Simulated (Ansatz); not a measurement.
Reaction (silylene formation by 1,1-elimination): `N[SiH2]CBS` → `CBS` + `N[SiH]`

Gas-phase electronic energies from Ansatz, PBE0-D4/def2-TZVP geometries. CCSD(T)/CBS is the MP2 limit (def2-TZVPP, def2-QZVPP) plus CCSD(T) − MP2 in def2-TZVPP, frozen cores. This one scheme is used for every species. Each species was taken in one conformer, which may not be the lowest.

| species | CCSD(T)/CBS(def2) energy (Eh) |
| --- | --- |
| `N[SiH2]CBS` | -809.29030 |
| `CBS` | -463.66090 |
| `N[SiH]` | -345.56329 |

Problem. Work out ΔE.

Solution. ΔE = (-463.66090) + (-345.56329) − (-809.29030) = 0.06611 Eh = +173.6 kJ/mol.

Largest T1 diagnostic among the species: 0.015.

In def2-TZVPP, CCSD(T) changes the Hartree–Fock value by +15.4 kJ/mol (the triples alone add +3.2 kJ/mol) and MP2 by +33.7 kJ/mol. From PBE to PBE0 (25 % exact exchange), in def2-TZVPP and without D4, ΔE moves by +15.0 kJ/mol.
